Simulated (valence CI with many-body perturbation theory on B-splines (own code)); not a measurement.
Results of a calculation; reference values are marked as such.
# Hg⁹⁺: what the settings do

Level of theory: valence CI with perturbative core correlation (CI+MBPT): three valence electrons over a frozen Dirac-Fock core [Xe] 4f14, a basis of 6 s, 6 p, 5 d, 5 f, 1 g functions for each j, with the one-electron correlation potential Σ1, the two-electron term Σ2, the three-electron term Σ3, Breit, model QED; selected CI, second order for the rest, scaled by the run's own slope (own B-spline code, finite nucleus).

No measured levels were compared; by estimate terms of the open shell hold to 2 to 4 % of their energy, and close levels can change places. Only levels of the ground parity were solved; by the run's estimate the other parity begins above the list, which can be wrong where configurations are misplaced.

The reference run has the lowest level (5d3/2^3) J=3/2 and an ionisation energy of 153.975 eV. Its largest variational space holds 3694 state functions.

Levels are named by their leading jj configuration (3d3/2^4 stands for four electrons in 3d with j = 3/2), which in mixed levels can hold well under half, so a name can repeat and another be missing. Letters in brackets count levels of one name in rising energy.

Changed runs:
A. scale of Σ1 1 → 0
B. averaging of valence orbitals over low configurations on → off
C. shift of the energy in Σ1 (hartree) 0 → 0.8
D. start configuration 5d3 → 6d3 (bad on purpose)

Excitation energies of the reference run in cm⁻¹, and shifts in cm⁻¹:

```csv
Level,Reference,A,B,C
(5d3/2^2 5d5/2) J=5/2 [a],14703,-772,+36,+0.5
(5d3/2^2 5d5/2) J=7/2,23523,-977,+18,+5.2
(5d3/2^2 5d5/2) J=3/2,24419,-658,-50,+13
(5d3/2^2 5d5/2) J=9/2,27126,-888,-11,+9.0
(5d3/2^2 5d5/2) J=1/2,28625,-779,-51,+15
(5d3/2 5d5/2^2) J=7/2 [a],42326,-1493,-11,+15
(5d3/2^2 5d5/2) J=5/2 [b],43718,-1282,-39,+19
(5d3/2 5d5/2^2) J=9/2,44643,-1639,+6.0,+13
(5d3/2 5d5/2^2) J=3/2 [a],50720,-1629,-43,+23
(5d3/2 5d5/2^2) J=1/2,53130,-1682,-87,+28
(5d3/2 5d5/2^2) J=11/2,56144,-1714,-38,+21
(5d3/2 5d5/2^2) J=5/2 [a],60630,-1693,-79,+29
Ionisation energy (eV),153.975,-1.809,+0.009,+0.280
```

Run D: It gave no result: the start configuration must fill the lowest shells above the core. The program said: "6d is not the lowest shell of its kind above the core".
